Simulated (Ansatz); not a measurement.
The same path of C4H9NSi (15 atoms, charge 0, multiplicity 1) was run 3 times with different band settings. The coordinate that changes most is the dihedral C2–C3–Si4–H12.

These are results of RKS PBE0-D4/6-31G* (Ansatz 0.2.0), not measurements.

Relaxed end points:

```xyz
15
Properties=species:S:1:pos:R:3
C 0.025 -2.163 0.348
C -0.423 -0.915 0.512
C 0.156 0.255 -0.168
Si 1.619 0.066 -1.367
N -0.248 1.468 -0.039
C -1.362 1.770 0.842
H 0.861 -2.399 -0.308
H -0.430 -3.003 0.866
H -1.264 -0.745 1.182
H 2.797 -0.539 -0.679
H 1.261 -0.841 -2.498
H 1.980 1.404 -1.892
H -2.291 1.288 0.507
H -1.175 1.453 1.877
H -1.526 2.851 0.846
```

```xyz
15
Properties=species:S:1:pos:R:3
C 0.235 -2.098 0.589
C -0.324 -0.884 0.627
C 0.122 0.244 -0.206
Si 1.553 0.046 -1.442
N -0.382 1.426 -0.192
C -1.485 1.731 0.702
H 1.068 -2.334 -0.071
H -0.121 -2.907 1.219
H -1.155 -0.712 1.308
H 1.243 -1.013 -2.448
H 1.770 1.341 -2.129
H 2.806 -0.369 -0.743
H -2.373 1.122 0.484
H -1.221 1.574 1.757
H -1.760 2.782 0.576
```

Common settings: optimiser quadratic models (default); start path through a guess of the saddle point; force threshold 0.05 eV/Å; end points relaxed.

| run | movable images | climbing image | spring | iteration limit |
| --- | --- | --- | --- | --- |
| 1 | 5 | yes | 5.0 eV/Å² | 54 |
| 2 | 5 | yes | 0.5 eV/Å² | 57 |
| 3 | 6 | no | 5.0 eV/Å² | 60 |

Problem. What does each run give, and how far can it be trusted?

Solution. Run 1: converged after 7 iterations, highest image 0.010 eV above the first end. A vibrational analysis at the climbing image gives no mode beyond 40i cm⁻¹: the surface is too flat there to confirm a saddle point.
Run 2: converged after 7 iterations, highest image 0.010 eV above the first end. Another band between the same ends (5 images) ends at a top of the same energy, where a vibrational analysis finds no clearly imaginary modes.
Run 3: converged after 6 iterations, highest image 0.010 eV above the first end. No image climbed, so the highest image needn't sit at the top of the path.
